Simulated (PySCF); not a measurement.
Simulation results for B₂ClGeH₄

Computed with PySCF 2.14.0. Calculation on a computer-drawn molecule: the log of a Hartree-Fock and frozen-core CCSD(T) single point meant for a local Hartree-Fock minimum, with one planted fault or none, to be diagnosed. Offsets are logged minus clean, where the clean run is the same molecule without the fault. The reference is restricted for singlets and unrestricted otherwise, and also for a bond in bohr or an excited solution. Adding or removing an electron swaps singlet and doublet. The excited solution moves the top pair (singlet) or top alpha electron (doublet) to the lowest empty orbital. Highest occupied and lowest empty are orbital energies over both spins, largest force is the largest gradient component, triples share is (T) over the correlation energy, the T1 limit is 0.02 restricted and 0.045 unrestricted, electrons count all cores, a negative frequency is imaginary (commonest isotopes), and the dipole is about the centre of nuclear charge; on germanium a core potential holds 10 electrons, which the energies leave out, and 3d is frozen in MP2 and coupled-cluster steps.

```yaml
- formula: B2ClGeH4
  logged_structure:
    atoms_angstrom:
      - [Cl, -0.5295, 0.1685, 2.246]
      - [B, 0.9416, -0.8187, 2.3504]
      - [B, 1.1325, -2.1733, 1.3559]
      - [Ge, 1.9094, -2.0873, -0.4869]
      - [H, 1.7461, -0.4584, 3.1595]
      - [H, 0.7981, -3.2627, 1.7308]
      - [H, 2.1654, -3.3149, -1.3532]
      - [H, 2.4467, -0.8174, -1.1386]
  given:
    meant_charge: 0
    meant_multiplicity: 2
    meant_basis: "cc-pV(D+d)Z"
    meant_basis_and_core_potential_on_germanium: "cc-pVDZ-PP ECP10MDF"
    logged_electrons: 63
    logged_basis_functions: 94
    logged_SCF_converged: "yes"
    logged_spin_squared: 0.7608
    "logged_highest_occupied [eV]": -8.231
    "logged_lowest_empty [eV]": 0.298
    "logged_largest_force [hartree/bohr]": 9.2719e-06
    "logged_lowest_frequency [cm^-1]": 37.327
    logged_T1_diagnostic: 0.017328
    logged_D1_diagnostic: 0.072748
    logged_triples_share: 0.028662
    logged_CC_converged: "yes"
    "logged_dipole_magnitude [debye]": 1.514
    logged_SCF_stable_within_its_kind: "yes"
    "logged_energy_HF [hartree]": -804.5611
    "logged_energy_CCSD(T) [hartree]": -805.00976
    possible_faults: "no fault, one electron removed, one electron added, multiplicity raised by two, geometry at a saddle point, SCF held on an excited solution, minimal basis STO-3G, one bond length entered in bohr, all coordinates scaled"
    drawn_bonds_atom: [1, 2, 3, 2, 3, 4, 4]
    drawn_bonds_other_atom: [2, 3, 4, 5, 6, 7, 8]
    drawn_bonds_order: [1, 1, 1, 1, 1, 1, 1]
  results:
    planted_fault: "no fault"
    "HF_energy_offset_from_clean_run [kcal/mol]": 0.0
    "CCSD(T)_energy_offset_from_clean_run [kcal/mol]": 0.0
```
